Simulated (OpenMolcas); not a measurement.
**3d ions of charge +2 along the row**

```yaml
Program: OpenMolcas 26.06
Method: MS-CASPT2, IPEA 0.25 Eh, imaginary shift 0.1 Eh
Basis: ANO-R2
Scalar_Hamiltonian: X2C, finite nucleus
Spin-orbit_coupling: state interaction with AMFI integrals over the reference wave functions, term energies averaged over their components
```

Active space: the 3d shell; CASPT2 also correlates the outermost closed s and p core shells.

B and C come from two terms' centres of gravity (d2, d8: 3P = 15B, 1G = 12B + 2C; d3, d7: 4P = 15B, 2G = 4B + 3C; d4, d6: 3G = 9B + 4C, 3H = 4B + 4C; d5: 4D = 17B + 5C, 4G = 10B + 5C, above the ground term), where all their levels are at least 80 % pure. ζ = ±2S·A comes from the whole width of the ground multiplet by E(J) = (A/2) J(J+1), where its levels are at least 85 % pure. Energies in cm-1.

```tsv
Ion	Configuration	Lowest level	Weight (%)	B	B measured	C	C measured	ζ	ζ measured
V2+	3d3	4F 3/2	100	789	755	2792	2910	177	167
Cr2+	3d4	5D0	100	727	691	3759	3575	251	230
Mn2+	3d5	6S 5/2	100	808		3951			
Fe2+	3d6	5D4	100	921	917	4062	4040	416	411
Co2+	3d7	4F 9/2	100	998	971	4016	4209	531	533
```

Measured columns use the levels in Sugar and Corliss, J. Phys. Chem. Ref. Data 7, 1191 (1978) (V2+); Sugar and Corliss, J. Phys. Chem. Ref. Data 6, 317 (1977) (Cr2+); Corliss and Sugar, J. Phys. Chem. Ref. Data 11, 135 (1982) (Fe2+); Sugar and Corliss, J. Phys. Chem. Ref. Data 10, 1097 (1981) (Co2+).

The computed B goes from 789 (V2+) to 998 cm-1 (Co2+), a factor of 1.26, though not at every step. It departs from the measured column by 0 to +5 %. The Trees term is left out, which lowers the B read from the levels of every ion, most for d4 to d6. The pair of terms that fixes B changes along the row, so steps between ions also reflect that choice.

The computed ζ goes from 177 (V2+) to 531 cm-1 (Co2+), a factor of 3.00, rising at every step. It departs from the measured column by 0 to +9 %.

Term energies are means over components that CASPT2 splits; among the low terms the widest spread is 1400 cm-1 (3d6 1I, Fe2+). The CASPT2 spread within a term exceeds the gap to the next term for 3d4 3D and 3d4 1I, 3d4 1I and 3d4 1S(1), 3d4 3F(2) and 3d4 3P(2), so the order of their levels is uncertain, and so are names and mixing where such terms share a J (figures for Cr2+; the like holds for Fe2+, Co2+). Blocks of more than 70 roots (2S+1 = 2 even) ran without multistate coupling (holds for Mn2+). Some levels mix across a computed gap that differs much from the measured one, so their mixing is not that of the real levels (holds for Fe2+). Computed and measured levels are paired by configuration, term and J; levels that our copy of the source lacks, or whose pairing is in doubt (as where it misses far off the trend of its configuration), stay unpaired and out of the deviations. Levels of configurations outside the active space are missing.

A number in round brackets counts repeated terms of one configuration in the order of the reference energies.
